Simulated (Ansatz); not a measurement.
Stepwise reaction of `[Br][Al]([Br])[Br]` with hydrogen chloride, as a gas-phase model of exchange steps in deposition or etching. ΔE in kJ/mol; ΔG adds harmonic PBE0-D4 terms to CCSD(T)/CBS, at 1 bar.

Gas-phase electronic energies from Ansatz, PBE0-D4/def2-TZVP geometries. CBS: MP2 limit from def2 TZ/QZ plus the TZ coupled-cluster correction, frozen cores. This one scheme is used for every species. DFT in def2-TZVPP. B3LYP here is the variant with VWN-RPA as its local correlation; programs differ in this. For Br outer-core shells are correlated without core-valence functions, which leaves a few kJ/mol of doubt a bond. Scalar relativity is left out up to krypton.

```tsv
step	reaction	PBE-D4	B3LYP-D4	ωB97M-V	CCSD(T)/CBS	ΔG(400 K)
1	`[Br][Al]([Br])[Br]` + HCl → `[Cl][Al]([Br])[Br]` + HBr	0.3	-1.5	-1.0	1.7	-3.5
2	`[Cl][Al]([Br])[Br]` + HCl → `[Cl][Al]([Cl])[Br]` + HBr	0.0	-1.7	-1.2	1.5	0.0
3	`[Cl][Al]([Cl])[Br]` + HCl → `[Cl][Al]([Cl])[Cl]` + HBr	-0.2	-2.0	-1.3	1.4	3.6
```

(1) By hand: ΔE of the 3 steps together at CCSD(T)/CBS.

Results:

(1) (1.7) + (1.5) + (1.4) = 4.6 kJ/mol, or 1.5 kJ/mol a step.

In ΔE the steps differ by no more than 0.3 kJ/mol. ΔG lies between -3.5 and 3.6 kJ/mol a step. PBE-D4 differs from CCSD(T)/CBS by -1.6 to -1.4 kJ/mol a step. Isolated molecules leave out the surface, adducts and barriers. Largest T1 diagnostic: 0.008.
